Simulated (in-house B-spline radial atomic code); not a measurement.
Successive ionisation energies of praseodymium; each step leads to the configuration of the next row (after the last: [He] 2s2 2p1). Dirac energy differences include first-order Breit, QED and recoil terms. NIST's values go from ground level to ground level; the uncertainty of those that are theory runs from under 0.1 % in few-electron ions to several per cent in heavy many-electron ones. Computed with an all-electron radial atomic-structure program (B-spline basis): Dirac-Hartree-Fock, average of the configuration, finite nuclei.

```
  ion  configuration  ionisation energy (eV)  tabulated value (eV)    tabulated kind  computed minus tabulated (eV)  highest orbital  largest mean radius (bohr)
Pr35+       [Ar] 3d6                  2410.9                  2400  tabulated theory                             11            3d5/2                      0.2599
Pr36+       [Ar] 3d5                       ?                     ?  tabulated theory                              ?                ?                           ?
Pr37+       [Ar] 3d4                  2611.8                  2628  tabulated theory                            -16            3d5/2                     0.25668
Pr38+       [Ar] 3d3                  2714.5                  2729  tabulated theory                            -14            3d5/2                     0.25509
Pr39+       [Ar] 3d2                  2818.8                  2838  tabulated theory                            -19            3d5/2                     0.25352
Pr40+       [Ar] 3d1                  2924.7                  2941  tabulated theory                            -16            3d5/2                     0.25195
Pr41+   [Ne] 3s2 3p6                  3267.3                  3227  tabulated theory                             40            3p3/2                     0.25039
Pr42+   [Ne] 3s2 3p5                  3361.7                  3319  tabulated theory                             43            3p3/2                     0.24918
Pr43+   [Ne] 3s2 3p4                  3457.1                  3419  tabulated theory                             38            3p3/2                     0.24797
Pr44+   [Ne] 3s2 3p3                  3553.4                  3512  tabulated theory                             41            3p3/2                     0.24678
Pr45+   [Ne] 3s2 3p2                       ?                     ?  tabulated theory                              ?                ?                           ?
Pr46+   [Ne] 3s2 3p1                  3748.7                  3832  tabulated theory                            -83            3p3/2                     0.24442
Pr47+       [Ne] 3s2                  4029.7                  4030  tabulated theory                              0            3s1/2                     0.24326
Pr48+       [Ne] 3s1                  4130.2                  4130  tabulated theory                              0            3s1/2                     0.24195
Pr49+   [He] 2s2 2p6                  9543.3                  9378  tabulated theory                            165            2p3/2                      0.1005
Pr50+   [He] 2s2 2p5                  9809.7                  9632  tabulated theory                            178            2p3/2                    0.099952
Pr51+   [He] 2s2 2p4                 10079.2                  9913  tabulated theory                            166            2p3/2                    0.099412
Pr52+   [He] 2s2 2p3                       ?                     ?  tabulated theory                              ?                ?                           ?
Pr53+   [He] 2s2 2p2                 10627.7                 10959  tabulated theory                           -331            2p3/2                    0.098345
```

(1) Fill in the row of Pr36+.

(2) Fill in the row of Pr45+.

(3) Fill in the row of Pr52+.

(4) Where is the largest jump?

Where a p, d or f electron is removed, the computed value is a mean over both j, so it misses the tabulated one by a part of the spin-orbit splitting; averaging over terms and missing correlation add to the gap, relatively most at low charge.

Results:

(1) ionisation energy (eV): 2510.6; tabulated value (eV): 2501; computed minus tabulated (eV): 10; highest orbital: 3d5/2; largest mean radius (bohr): 0.25829.

(2) ionisation energy (eV): 3650.6; tabulated value (eV): 3729; computed minus tabulated (eV): -78; highest orbital: 3p3/2; largest mean radius (bohr): 0.2456.

(3) ionisation energy (eV): 10351.9; tabulated value (eV): 10175; computed minus tabulated (eV): 177; highest orbital: 2p3/2; largest mean radius (bohr): 0.098876.

(4) From Pr48+ to Pr49+, by a factor of 2.31 (4130.2 to 9543.3 eV); the highest orbital goes from 3s1/2 to 2p3/2.
